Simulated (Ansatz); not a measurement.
`CN([SiH2]O)[SiH2]F` + `OBS` → `F[SiH2]OBS` + `CN[SiH2]O`  (ligand exchange at the Si–N bond)

Gas-phase electronic energies from Ansatz, PBE0-D4/def2-TZVP geometries. CBS: MP2 limit from def2 TZ/QZ plus the TZ coupled-cluster correction, frozen cores. One conformer a species, not always the lowest.

```tsv
level	ΔE (kJ/mol)
HF/def2-TZVPP	-46.8
CCSD/def2-TZVPP	-29.2
HF/CBS(def2)	-47.8
MP2/CBS(def2)	-26.3
```

**Question.** What does CCSD(T)/CBS give? (Estimate.)

**Answer.** Ansatz gave: -27.5 kJ/mol. The listed levels differ from it by -19.3, -1.7, -20.3, 1.2 kJ/mol.

Largest T1 diagnostic among the species: 0.013.

In def2-TZVPP, CCSD(T) changes the Hartree–Fock value by +20.8 kJ/mol (the triples alone add +3.2 kJ/mol) and MP2 by +22.0 kJ/mol. The D4 term adds +4.9 kJ/mol with B3LYP and +2.7 kJ/mol with PBE0; it sums over pairs of atoms, weighted by their polarisabilities, and B3LYP, whose exchange is more repulsive, gets the larger term.

B3LYP here is the variant with VWN-RPA as its local correlation; programs differ in this.
